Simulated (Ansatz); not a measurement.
Geometry optimisation, RKS B3LYP-D4/def2-SVP in Ansatz.

The input (input.yaml):

```yaml
crystal:
  periodic: [false, false, false]
  atoms:
    - { symbol: Ga, position_ang: [0.025304, -0.403208, 0.000609] }
    - { symbol: O, position_ang: [-0.189112, -0.343194, 1.782391] }
    - { symbol: H, position_ang: [-1.109226, -0.479359, 2.050259] }
    - { symbol: H, position_ang: [1.407068, -0.585565, -0.672197] }
    - { symbol: Cl, position_ang: [-1.848342, -0.518275, -1.103096] }
    - { symbol: "N", position_ang: [0.19304, 2.548226, 0.978906] }
    - { symbol: H, position_ang: [1.04181, 3.038829, 1.266962] }
    - { symbol: H, position_ang: [-0.563545, 3.233436, 0.923648] }
    - { symbol: H, position_ang: [-0.038196, 1.86771, 1.73292] }
basis:
  gaussian: { orbitals: def2-SVP }
hamiltonian:
  xc: b3lyp
  dispersion: d4
relax:
  f_tol: 0.03
  max_steps: 50
```

Run as:

```bash
$ ansatz run input.yaml --threads 2 --pin off --max-ram 3072MiB --backend cpu --events-out ev --progress --plain --runs-dir out
```

Q: Where does it end, and by what steps?

A: The forces met the threshold. The force dipped under the threshold on the way, but the program's further checks kept it going. After 15 steps the energy has fallen by 0.787 eV; Cl5 moved furthest, 0.87 Å. Joined: Ga1–N6 (3.11 → 2.10 Å).

```tsv
step	energy less start (eV)	largest force component (eV/Å)	accepted
0	0.0000	0.894	yes
1	-0.1897	0.679	yes
2	-0.4290	0.688	yes
3	-0.6235	1.033	yes
4	-0.6792	1.506	yes
5	-0.7349	0.941	yes
6	-0.7684	0.425	yes
7	-0.7803	0.135	yes
8	-0.7827	0.057	yes
9	-0.7843	0.086	yes
10	-0.7847	0.209	yes
11	-0.7855	0.087	yes
12	-0.7863	0.049	yes
13	-0.7867	0.008	yes
14	-0.7867	0.080	yes
15	-0.7868	0.022	yes
```

```xyz
9
Properties=species:S:1:pos:R:3
Ga 0.022 0.147 0.287
O -0.395 -0.307 2.001
H -0.831 -1.159 2.118
H 1.373 -0.266 -0.384
Cl -1.749 0.347 -1.029
N 0.145 2.158 0.890
H 1.030 2.653 0.770
H -0.596 2.681 0.418
H -0.081 2.104 1.888
```

Whether the end is a true minimum wasn't checked by a vibrational analysis.

Time of the run: 49 s on 2 threads of Arm Neoverse V1, with other jobs on the host, peak memory 0.23 GiB.
